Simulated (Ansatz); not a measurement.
A run for Ansatz (a first-principles code): R-PBE/def2-TZVPP on SiH4 (SMILES [SiH4]).

Ansatz 0.2 input:
```yaml
crystal:
  periodic: [false, false, false]
  atoms:
    - {symbol: Si, position_ang: [0.00000053, 0.00001668, -0.00000201]}
    - {symbol: H, position_ang: [-0.16914983, 1.22354657, -0.81594807]}
    - {symbol: H, position_ang: [-0.74398622, 0.14791459, 1.27122361]}
    - {symbol: H, position_ang: [1.43708743, -0.20475324, 0.29026913]}
    - {symbol: H, position_ang: [-0.52395191, -1.16662460, -0.74554265]}
basis:
  gaussian:
    orbitals: def2-TZVPP
hamiltonian:
  xc: {name: PBE}
scf: {lower_state_search: off}
```

The log:

```
WARN ansatz: RAYON_NUM_THREADS=4 ignored (pool sized by the plan → 4); use --threads N
Functional definition: PBE
these checks for a lower state are left out or cut short: stability, starts, cluster_reference, orbital_swaps, neighbouring_geometries, increment
integrals: 0.02 GiB planned
524 factors; their error is unknown
mean field: 0.22 GiB planned
mean field evaluation 1: about -7937.3026 eV, gradient 1.4e1 eV
mean field evaluation 2: about -7937.9213 eV, gradient 8.1e0 eV
mean field evaluation 4: about -7938.1654 eV, gradient 1.3e-1 eV
mean field evaluation 8: about -7938.1496 eV, gradient 1.2e-1 eV
mean field -7938.14964069 eV, -291.7216186242 hartree, gradient 5.2e-6 eV, S^2 0.000000; 0 other end points of the search recorded, 0 dependent functions left out
reference -7938.14967497 eV, -291.7216198842 hartree; 9, 9 occupied and 89, 89 virtual orbitals, 524 factors
Total energy: -7938.14967497 eV, -291.7216198842 hartree
Checks for a lower state left out: stability, starts, cluster_reference, orbital_swaps, neighbouring_geometries, increment
```

The calculation finished and met its thresholds.

Cost: roughly 0.7 core-seconds.
